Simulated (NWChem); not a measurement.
The numbers come from NWChem runs, not from measurements. System: H$_{2}$O$_{2}$Sn, charge 1, spin multiplicity 2, at the geometry of a parent with another charge or spin, in a state set for the comparison that need not be this species' ground state. Its SCF solution wasn't tested for a lower state. Level: UPBE0/def2-SVPD with def2 effective core potentials on Sn.

NWChem printed:

```
             Northwest Computational Chemistry Package (NWChem) 7.3.0
             --------------------------------------------------------

                                NWChem Input Module
                                -------------------

 Scaling coordinates for geometry "geometry" by  1.889725989
 (inverse scale =  0.529177249)

 Turning off AUTOSYM since
 SYMMETRY directive was detected!

                             Geometry "geometry" -> ""
                             -------------------------

 Output coordinates in angstroms (scale by  1.889725989 to convert to a.u.)

  No.       Tag          Charge          X              Y              Z
 ---- ---------------- ---------- -------------- -------------- --------------
    1 Sn                  50.0000    -0.38377700    -0.02473200     0.00000000
    2 O                    8.0000     0.84897800     1.57385100     0.00000000
    3 H                    1.0000     1.77141300     1.24067800     0.00000000
    4 O                    8.0000     1.20915900    -1.29474500     0.00000000
    5 H                    1.0000     0.95234400    -2.23693100     0.00000000

 Effective nuclear repulsion energy (a.u.)     252.8347445023

            Nuclear Dipole moment (a.u.)
            ----------------------------
        X                 Y               Z
 ---------------- ---------------- ----------------
     0.0000056692    -0.0000094486     0.0000000000

      Symmetry information
      --------------------

 Group name             Cs
 Group number              2
 Group order               2
 No. of unique centers     5

      Symmetry unique atoms

     1    2    3    4    5


 Summary of "ao basis" -> "" (spherical)
 ------------------------------------------------------------------------------
       Tag                 Description            Shells   Functions and Types
 ---------------- ------------------------------  ------  ---------------------
 *                         def2-svpd                  on all atoms

                                 NWChem DFT Module
                                 -----------------

 Summary of "ao basis" -> "ao basis" (spherical)
 ------------------------------------------------------------------------------
       Tag                 Description            Shells   Functions and Types
 ---------------- ------------------------------  ------  ---------------------
 Sn                        def2-svpd                12       32   5s4p3d
[...]
    76     -0.063323  4 O  pz                45     -0.060411  2 O  pz

 Vector   22  Occ=0.000000D+00  E=-2.286070D-01  Symmetry=a'
              MO Center= -5.0D-01, -3.0D-01, -1.5D-15, r^2= 4.2D+00
   Bfn.  Coefficient  Atom+Function         Bfn.  Coefficient  Atom+Function
  ----- ------------  ---------------      ----- ------------  ---------------
    16      0.776764  1 Sn py                13      0.518434  1 Sn py
    36     -0.270153  2 O  s                 68     -0.230420  4 O  px
    71     -0.213151  4 O  px                35     -0.193303  2 O  s
    66      0.171574  4 O  s                 10     -0.144737  1 Sn py
    44      0.141237  2 O  py                 7     -0.134126  1 Sn py

   alpha - beta orbital overlaps
   -----------------------------

   alpha      1      2      3      4      5      6      7      8      9     10
    beta      1      2      3      4      5      6      7      8      9     10
 overlap   1.000  1.000  1.000  1.000  0.817  0.817  0.997  0.994  0.834  0.834

   alpha     11     12     13     14     15     16     17     18     19     20
    beta     11     12     13     14     15     16     18     17     20     19
 overlap   0.996  0.996  0.996  0.988  0.989  0.948  0.938  0.999  0.980  0.999

   alpha     21     22     23     24     25     26     27     28     29     30
    beta     21     22     23     24     25     26     27     28     29     30
 overlap   0.999  0.994  0.992  0.992  0.997  0.998  0.990  0.987  0.993  0.929

   alpha     31     32     33     34     35     36     37     38     39     40
    beta     31     32     33     34     35     36     37     38     39     40
 overlap   0.927  0.998  0.990  0.997  1.000  0.998  0.997  0.999  0.996  0.998

   alpha     41     42     43     44     45     46     47     48     49     50
    beta     41     42     43     44     45     46     49     47     48     50
 overlap   0.991  0.981  0.993  0.996  1.000  0.999  0.903  0.998  0.908  1.000

   alpha     51     52     53     54     55     56     57     58     59     60
    beta     51     52     53     54     55     56     57     58     59     60
 overlap   0.992  0.989  0.995  0.999  0.991  0.799  0.798  0.992  0.992  0.990

   alpha     61     62     63     64     65     66     67     68     69     70
    beta     61     62     63     64     65     66     67     68     69     70
 overlap   0.998  0.998  0.999  0.999  1.000  1.000  1.000  1.000  0.994  0.993

   alpha     71     72     73     74     75     76     77     78     79     80
    beta     71     72     73     74     75     76     77     78     79     80
 overlap   0.998  0.999  1.000  1.000  1.000  1.000  1.000  1.000  1.000  1.000

   alpha     81     82     83     84     85     86     87     88     89     90
    beta     81     82     83     84     86     85     87     88     89     90
 overlap   1.000  0.999  1.000  0.999  0.999  1.000  1.000  0.999  1.000  1.000

   alpha     91     92     93     94
    beta     91     92     93     94
 overlap   1.000  1.000  1.000  1.000

     --------------------------
     Expectation value of S2:
     --------------------------
      <S2> =      0.7640 (Exact =     0.7500)

 center of mass
 --------------
 x =  -0.11921514 y =   0.00677083 z =   0.00000000

 moments of inertia (a.u.)
 ------------------
         261.035209537483           8.740796723837           0.000000000000
           8.740796723837         199.091281599003           0.000000000000
           0.000000000000           0.000000000000         460.126491136486

     Multipole analysis of the density
     ---------------------------------

     L   x y z        total         alpha         beta         nuclear
     -   - - -        -----         -----         ----         -------
     0   0 0 0      1.000000    -20.000000    -19.000000     40.000000

     1   1 0 0     -0.788928    -10.594393    -10.501076     20.306540
     1   0 1 0     -0.991183     -1.073765     -1.226036      1.308618
     1   0 0 1     -0.000000      0.000000     -0.000000      0.000000

     2   2 0 0    -19.389453    -57.097078    -50.668223     88.375848
     2   1 1 0      0.051660      3.222652      2.395803     -5.566795
     2   1 0 1      0.000000      0.000000     -0.000000      0.000000
     2   0 2 0    -20.557657    -83.808594    -78.818756    142.069693
     2   0 1 1     -0.000000     -0.000000      0.000000      0.000000
     2   0 0 2    -22.632665    -11.800149    -10.832516      0.000000

 Task  times  cpu:        9.3s     wall:        9.3s

 Total times  cpu:        9.3s     wall:        9.3s
```

Problem. Write an NWChem input that would produce this output.

Solution. This is not unique; one that fits is 
```
start mol
memory heap 200 mb stack 900 mb global 1100 mb
charge 1
geometry units angstroms nocenter noautoz
  Sn    -0.383777    -0.024732     0.000000
  O      0.848978     1.573851     0.000000
  H      1.771413     1.240678     0.000000
  O      1.209159    -1.294745     0.000000
  H      0.952344    -2.236931     0.000000
  symmetry group Cs
end
basis spherical
  * library def2-svpd
end
ecp
  Sn library def2-ecp
end
dft
  xc pbe0
  odft
  mult 2
  semidirect memsize 60000000 filesize 0
  iterations 100
end
task dft energy
```
